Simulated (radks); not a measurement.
Results of a calculation; reference values are marked as such.
Question: Species: neutral rhodium. Configuration: [Kr] 4d8 5s1. Code: a radial shooting solver on a logarithmic mesh with Libxc functionals. Model: scalar-relativistic Kohn-Sham, PBE, spin-unpolarised, spherical densities, point nucleus; hard spherical wall at 3.5 bohr. Some entries of the table are withheld. Estimate them.

| orbital | occ. | eigenvalue (eV) | <r> (bohr) | r(max) (bohr) |
|---|---|---|---|---|
| 1s | 2 | (1) | 0.03263 | (2) |
| 2s | 2 | -3329.482 | 0.1419 | 0.1198 |
| 2p | 6 | -2982.722 | 0.1237 | 0.09576 |
| 3s | 2 | -586.5686 | 0.3907 | (3) |
| 3p | 6 | -472.5726 | 0.3906 | 0.3447 |
| 3d | 10 | -290.2908 | 0.3706 | 0.2915 |
| 4s | 2 | -73.2795 | 0.9867 | 0.8834 |
| 4p | 6 | (4) | 1.094 | 0.9484 |
| 4d | 8 | 2.6263 | 1.450 | 1.162 |
| 5s | 1 | 10.1494 | 2.101 | 2.181 |
| 5p | 0 | 20.2389 | 2.154 | 2.324 |
| 4f | 0 | 36.2841 | 2.070 | 2.209 |
| 6s | 0 | 70.1831 | 2.089 | 2.833 |

Answer: 
(1) 1s eigenvalue (eV): -23028.34
(2) 1s r(max) (bohr): 0.02117
(3) 3s r(max) (bohr): 0.3515
(4) 4p eigenvalue (eV): -41.5206
